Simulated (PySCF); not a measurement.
## Gas-phase XPS of pentachloroethane, computed

Pentachloroethane, C2HCl5.
SMILES with atom numbers: `[Cl:1][CH:2]([Cl:3])[C:4]([Cl:5])([Cl:6])[Cl:7]`

Structure used (PBE0-D3(BJ)/def2-SVP), in Å, numbered top down from 1:
```xyz
8
C2HCl5 angstrom
Cl     1.1051   -1.7463    0.9030
C      0.8433   -0.2890   -0.0558
Cl     1.9535    0.9932    0.4323
C     -0.6276    0.1818    0.0314
Cl    -1.0628    0.5996    1.6872
Cl    -0.8262    1.5911   -1.0292
Cl    -1.6678   -1.1278   -0.5647
H      1.0475   -0.5323   -1.1067
```

Computed, not measured: PySCF 2.14.0, delta-SCF UKS SCAN, pcX-2 on the ionised atom, pcseg-1 elsewhere, spin-free X2C. Binding energies are ΔSCF values: E(core-ionised, relaxed orbitals) − E(ground state) at a fixed geometry, referred to the vacuum level.

Problem. List the computed XPS lines with their assignment.

Solution. 
```csv
atom(s),environment,level,binding energy (eV),2p1/2 (eV),above the level's lowest (eV),count
Cl1/Cl3,alkyl chlorine,Cl 2p3/2,206.86,208.52,0.00,2
Cl5/Cl6/Cl7,chlorine of a CCl3 group,Cl 2p3/2,206.96,208.61,+0.10,3
C2,CHCl2 carbon,C 1s,294.71,–,0.00,1
C4,CCl3 carbon,C 1s,295.86,–,+1.15,1
Cl1/Cl3,alkyl chlorine,Cl 1s,2829.45,–,0.00,2
Cl5/Cl6/Cl7,chlorine of a CCl3 group,Cl 1s,2829.53,–,+0.08,3
```

Lowest listed C 1s: C2, bonded to 2 Cl, C and H. Highest, 1.15 eV above it: C4, bonded to 3 Cl and C.

The 2 Cl 1s values lie within 0.08 eV of each other; Gaussian lines of 0.5 eV full width would blend them into one maximum.

The 2 Cl 2p3/2 values lie within 0.10 eV of each other.

Problem. Which photon wavelength matches the Cl 1s of Cl5/Cl6/Cl7 threshold?

Solution. λ = hc/E = 12398.42 eV Å / 2829.53 eV = 4.382 Å.

Problem. Which photon energy gives electrons from Cl 1s of Cl5/Cl6/Cl7 a kinetic energy of 150 eV, and what is their de Broglie wavelength?

Solution. hν = 2829.53 + 150 = 2979.53 eV, recoil neglected; λ = 12.264 Å/√(E/eV) = 1.00 Å.

One atom of each set of topologically equivalent atoms was ionised and stands for the set; in this conformer not all members are related by symmetry, and their own values weren't computed. Spin–orbit coupling isn't in the SCF: each 2p doublet comes from a relaxed spin-free hole plus a matrix of the shell (mean-field spin–orbit coupling and the ground-state 2p splitting), with 2p3/2 averaged over its two sublevels. 2p1/2 minus 2p3/2 (ligand field included): Cl 1.65 eV. Isolated species at its PBE0-D3(BJ)/def2-SVP geometry, gas phase.

Hardware: one thread, Arm Neoverse V1, no GPU (shared host). Cost: 36 s wall.
